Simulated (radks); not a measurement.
Results of a calculation; reference values are marked as such.
Species: Zr2+. Configuration: [Kr] 4d(up 1, down 1) (spins set by hand, not the high-spin state).

Code: a radial shooting solver on a logarithmic mesh with Libxc functionals. Model: scalar-relativistic Kohn-Sham, r2SCAN, spin-polarised, spherical densities, finite nucleus; meta-GGA in the generalised Kohn-Sham scheme; Fermi nuclear charge, rms radius 4.2694 fm.

Energy parts (hartree):
| part | energy |
|---|---|
| total | -3598.30468 |
| kinetic | 3699.94161 |
| electron-nucleus | -8643.60470 |
| Hartree | 1459.36668 |
| exchange-correlation | -114.00827 |

Orbitals (lengths in bohr, moments of r in powers of bohr; <r^-3> diverges for s and p1/2; r(90%) holds 90 % of the orbital's charge):
orbital,occ.,eigenvalue (hartree),<r>,r(90%),<r^-3>
1s,2,-657.1037,0.03707,0.0664,-
2s,2,-91.92887,0.1625,0.251,-
2p,6,-81.94686,0.1417,0.231,2154
3s,2,-15.70186,0.4573,0.676,-
3p,6,-12.41535,0.4614,0.698,347.0
3d,10,-7.03981,0.4525,0.727,44.94
4s,2,-2.59108,1.217,1.78,-
4p,6,-1.75563,1.365,2.03,44.57
4d,2,-0.62212,1.996,3.15,2.940

The highest occupied level is 4d at -16.929 eV. Summed over all electrons, <r^2> = 30.31 bohr^2, which gives a Langevin (diamagnetic) susceptibility term of -24 x 10^-6 cm^3/mol. The density falls to 0.001 e/bohr^3 at r = 3.64 bohr.
